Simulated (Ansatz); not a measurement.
Compare A (`CC(C)OCC1CO1`) with its isomer B (`CCCCOC(C)=O`).

Computed with Ansatz on PBE0-D4/def2-TZVP structures; ΔE is electronic, products minus reactants. CCSD(T)/CBS is the MP2 limit (def2-TZVPP, def2-QZVPP) plus CCSD(T) − MP2 in def2-TZVPP, frozen cores. Functionals use def2-TZVPP. One conformer a species, not always the lowest.

A:

Z-matrix (Å, degrees):
```
C
C 1 1.518
H 1 1.092 2 112.0
H 1 1.093 2 110.0 3 120.4
H 1 1.093 2 110.5 3 -119.8
O 2 1.422 1 111.2 3 -59.9
C 2 1.512 1 112.0 3 -178.8
H 2 1.099 1 109.2 3 60.5
C 6 1.402 2 115.5 1 77.8
H 7 1.092 2 110.7 1 -58.5
H 7 1.091 2 110.6 1 -179.1
H 7 1.093 2 110.0 1 61.3
C 9 1.505 6 112.6 2 75.4
H 9 1.094 6 106.2 2 -165.6
H 9 1.098 6 112.6 2 -48.4
C 13 1.460 9 122.2 6 -104.5
O 13 1.418 9 115.2 6 -172.3
H 13 1.090 9 114.9 6 50.9
H 16 1.087 13 119.9 9 154.7
H 16 1.088 13 119.2 9 1.4
```

B:

```xyz
20

C    -0.938   -2.981   -0.904
C     0.243   -2.052   -0.684
C    -0.149   -0.765    0.024
C     1.040    0.143    0.239
O     0.682    1.326    0.961
C     0.194    2.343    0.237
C    -0.158    3.504    1.116
O     0.062    2.313   -0.957
H    -1.709   -2.499   -1.512
H    -0.637   -3.898   -1.415
H    -1.399   -3.265    0.047
H     1.014   -2.569   -0.101
H     0.702   -1.808   -1.648
H    -0.900   -0.231   -0.566
H    -0.603   -0.995    0.994
H     1.798   -0.343    0.857
H     1.487    0.429   -0.716
H    -0.930    3.206    1.827
H     0.715    3.812    1.694
H    -0.514    4.329    0.505
```

**Question.** Which isomer does CCSD(T)/CBS put lower? Give the gap. (An estimate is asked.)

**Answer.** Computed: B, by 47.7 kcal/mol.

**Question.** Give E(B) − E(A) in kcal/mol with CCSD/def2-TZVPP, MP2/def2-TZVPP, ωB97M-V, HF/def2-TZVPP, B2PLYP, CCSD(T)/def2-SVP, CCSD(T)/def2-TZVPP. (Estimate.)

**Answer.** The calculation gave: CCSD/def2-TZVPP -48.0, MP2/def2-TZVPP -47.9, ωB97M-V -48.0, HF/def2-TZVPP -53.8, B2PLYP -50.4, CCSD(T)/def2-SVP -51.6, CCSD(T)/def2-TZVPP -48.0. None reverses the order clearly.

Largest T1 diagnostic: 0.013.

In def2-TZVPP, CCSD(T) changes the Hartree–Fock value by +5.9 kcal/mol (the triples alone add +0.1 kcal/mol) and MP2 by +6.0 kcal/mol. The D4 term adds +0.9 kcal/mol with B3LYP and +0.6 kcal/mol with PBE0; it sums over pairs of atoms, weighted by their polarisabilities, and B3LYP, whose exchange is more repulsive, gets the larger term.

B3LYP here is the variant with VWN-RPA as its local correlation; programs differ in this.
